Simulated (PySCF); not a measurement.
Match the calculated data to a structure.

All candidates are C5H10SSi.

* 1H NMR: chemical shifts (computed TMS as zero) by class: 4.55 (2 H), 1.96 (2 H), 1.39 (3 H), 0.31 (3 H) ppm [GIAO PBE0/pcSseg-1]
* 13C NMR: chemical shifts (computed TMS as zero) by class: 245.4 (1 C), 62.4 (1 C), 23.8 (1 C), 17.0 (1 C), -8.2 (1 C) ppm [GIAO PBE0/pcSseg-1]
* Polarisability: 111.3 au [PBE0/def2-SVPD]
* Rotational structure: rotational constants A, B, C: 1.750, 1.418, 0.802 GHz [GFN2-xTB]
* UV, first state: lowest singlet excitation: 2.59 eV (479 nm, f = 0.000) [TDDFT PBE0/def2-SVPD]
* Dipole: 1.63 D [PBE0/def2-SVPD]

Gas-phase values; electronic properties from PySCF, density fitting. Levels stand in brackets. Isolated species at its GFN2-xTB geometry (one conformer only). NMR classes are plain means over equivalent atoms (diastereotopic ones count apart unless rotation or inversion swaps them), as if these changed places fast.

Task: Which candidate is it?
A. `C[SiH2]/C=C/C(C)=S`
B. `C#C[SiH2]SC(C)C`
C. `CCC(=C=S)[SiH2]C`
D. `C/C=C\C=C/S[SiH3]`
E. `C#C[Si](C)(C)SC`

Result: C. It is `CCC(=C=S)[SiH2]C`. Numbering: `[CH3:1][CH2:2][C:3](=[C:4]=[S:5])[SiH2:6][CH3:7]`. Its formula, C5H10SSi, gives 2 degrees of unsaturation: 0 rings and 2 π bonds in the structure found. 5 carbons fall into 5 classes; from least to most shielded: central carbon of cumulated double bonds [C4] (245.4 ppm), outer carbon of cumulated double bonds [C3] (62.4 ppm), chain CH2 carbon [C2] (23.8 ppm), methyl carbon [C1] (17.0 ppm), Si-methyl carbon [C7] (-8.2 ppm). Hydrogen classes from least to most shielded: 2 H on an SiH2 silicon, Si6 (4.55 ppm), 2 H on a chain CH2 carbon, C2 (1.96 ppm), 3 H on a methyl carbon, C1 (1.39 ppm), 3 H on an Si-methyl carbon, C7 (0.31 ppm). S1 is mainly HOMO→LUMO (weight 1.00); the largest Löwdin shares of the orbital it empties are 0.44 on the sulfur bonded to C, 0.24 on the outer carbon of cumulated double bonds, 0.20 on the central carbon of cumulated double bonds and 0.04 on the chain CH2 carbon, of the orbital it fills 0.37 on the sulfur bonded to C, 0.36 on the central carbon of cumulated double bonds, 0.09 on the outer carbon of cumulated double bonds and 0.07 on the SiH2 silicon. By its constants the optimised geometry is an asymmetric top.

The others, at the same levels:
- `C[SiH2]/C=C/C(C)=S` fails: its computed 13C shifts are 258.2 (1 C), 159.5 (1 C), 141.8 (1 C), 36.4 (1 C), -5.5 (1 C) ppm, 1H shifts are 7.41 (1 H), 6.77 (1 H), 4.56 (2 H), 3.14 (3 H), 0.34 (3 H) ppm and lowest singlet excitation is 2.04 eV (607 nm, f = 0.000) (against 2.59 eV).
- `C#C[SiH2]SC(C)C` fails: it has 4 carbon classes against 5; its computed 13C shifts are 105.0 (1 C), 86.2 (1 C), 40.8 (1 C), 28.0 (2 C) ppm, 1H shifts are 4.98 (2 H), 3.24 (1 H), 2.07 (1 H), 1.44 (6 H) ppm and lowest singlet excitation is 5.05 eV (245 nm, f = 0.012) (against 2.59 eV).
- `C/C=C\C=C/S[SiH3]` fails: its computed 13C shifts are 135.3 (1 C), 130.5 (1 C), 130.3 (1 C), 129.7 (1 C), 16.9 (1 C) ppm, 1H shifts are 6.84 (1 H), 6.79 (1 H), 5.87 (1 H), 5.71 (1 H), 4.68 (3 H), 1.94 (3 H) ppm and rotational constant A is 8.438 GHz (against 1.750 GHz).
- `C#C[Si](C)(C)SC` fails: it has 4 carbon classes against 5; its computed 13C shifts are 103.2 (1 C), 90.5 (1 C), 13.4 (1 C), 1.0 (2 C) ppm, 1H shifts are 2.18 (3 H), 2.02 (1 H), 0.37 (6 H) ppm and lowest singlet excitation is 5.19 eV (239 nm, f = 0.010) (against 2.59 eV).

Each candidate is one conformer, not necessarily the lowest. Dipoles, sizes and rotational constants follow the conformer. The torsions of the flexible species, by atom-mapped SMILES:
- `[CH3:1][CH2:2][C:3](=[C:4]=[S:5])[SiH2:6][CH3:7]`: C1–C2–C3–C4 -4°, C2–C3–Si6–C7 179°
- `[CH3:1][SiH2:2]/[CH:3]=[CH:4]/[C:5]([CH3:6])=[S:7]`: C1–Si2–C3–C4 -118°, C3–C4–C5–C6 -2°
- `[CH:1]#[C:2][SiH2:3][S:4][CH:5]([CH3:6])[CH3:7]`: C2–Si3–S4–C5 -52°, Si3–S4–C5–C6 -87°
- `[CH3:1]/[CH:2]=[CH:3]\[CH:4]=[CH:5]/[S:6][SiH3:7]`: C2–C3–C4–C5 180°, C4–C5–S6–Si7 180°
- `[CH:1]#[C:2][Si:3]([CH3:4])([CH3:5])[S:6][CH3:7]`: C2–Si3–S6–C7 -55°
